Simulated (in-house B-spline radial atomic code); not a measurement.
Successive ionisation energies of rhenium; each step leads to the configuration of the next row (after the last: [Ar] 3d5). NIST's values go from ground level to ground level; the uncertainty of those that are theory runs from under 0.1 % in few-electron ions to several per cent in heavy many-electron ones. Computed with an all-electron radial atomic-structure program (B-spline basis): non-relativistic Hartree-Fock, average of the configuration, point nuclei.

This level leaves out relativity, spin-orbit splitting included, which matters for heavy ions.

| ion | configuration | ionisation energy (eV) | tabulated value (eV) | tabulated kind | computed minus tabulated (eV) | highest orbital | largest mean radius (bohr) |
| --- | --- | --- | --- | --- | --- | --- | --- |
| Re38+ | [Kr] 4d1 | 1682.9 | 1696 | tabulated theory | -13 | 4d | 0.42595 |
| Re39+ | [Ar] 3d10 4s2 4p6 | 1891.8 | 1912 | tabulated theory | -20 | 4p | 0.42382 |
| Re40+ | [Ar] 3d10 4s2 4p5 | 1946.2 | 1966 | tabulated theory | -20 | 4p | 0.42195 |
| Re41+ | [Ar] 3d10 4s2 4p4 | 2001.1 | 2025 | tabulated theory | -24 | 4p | 0.4201 |
| Re42+ | [Ar] 3d10 4s2 4p3 | 2056.4 | 2080 | tabulated theory | -24 | 4p | 0.41827 |
| Re43+ | [Ar] 3d10 4s2 4p2 | 2112.2 | 2240 | tabulated theory | -128 | 4p | 0.41645 |
| Re44+ | [Ar] 3d10 4s2 4p1 | 2168.4 | 2302 | tabulated theory | -134 | 4p | 0.41466 |
| Re45+ | [Ar] 3d10 4s2 | 2301.1 | 2450 | tabulated theory | -149 | 4s | 0.41288 |
| Re46+ | [Ar] 3d10 4s1 | 2360.0 | 2514.5 | semi-empirical | -155 | 4s | 0.41074 |
| Re47+ | [Ar] 3d10 | ? | ? | measured | ? | ? | ? |
| Re48+ | [Ar] 3d9 | 4364.4 | 4335 | tabulated theory | 29 | 3d | 0.20957 |
| Re49+ | [Ar] 3d8 | ? | ? | tabulated theory | ? | ? | ? |
| Re50+ | [Ar] 3d7 | ? | ? | tabulated theory | ? | ? | ? |
| Re51+ | [Ar] 3d6 | 4762.9 | 4745 | tabulated theory | 18 | 3d | 0.20648 |

Question: Fill in the row of Re47+.

Answer: ionisation energy (eV): 4234.6; tabulated value (eV): 4214; computed minus tabulated (eV): 21; highest orbital: 3d; largest mean radius (bohr): 0.21062.

Question: Fill in the row of Re49+.

Answer: ionisation energy (eV): 4495.7; tabulated value (eV): 4468; computed minus tabulated (eV): 28; highest orbital: 3d; largest mean radius (bohr): 0.20853.

Question: Fill in the row of Re50+.

Answer: ionisation energy (eV): 4628.5; tabulated value (eV): 4609; computed minus tabulated (eV): 20; highest orbital: 3d; largest mean radius (bohr): 0.2075.

Question: Where is the largest jump?

Answer: From Re46+ to Re47+, by a factor of 1.79 (2360 to 4234.6 eV); the highest orbital goes from 4s to 3d.
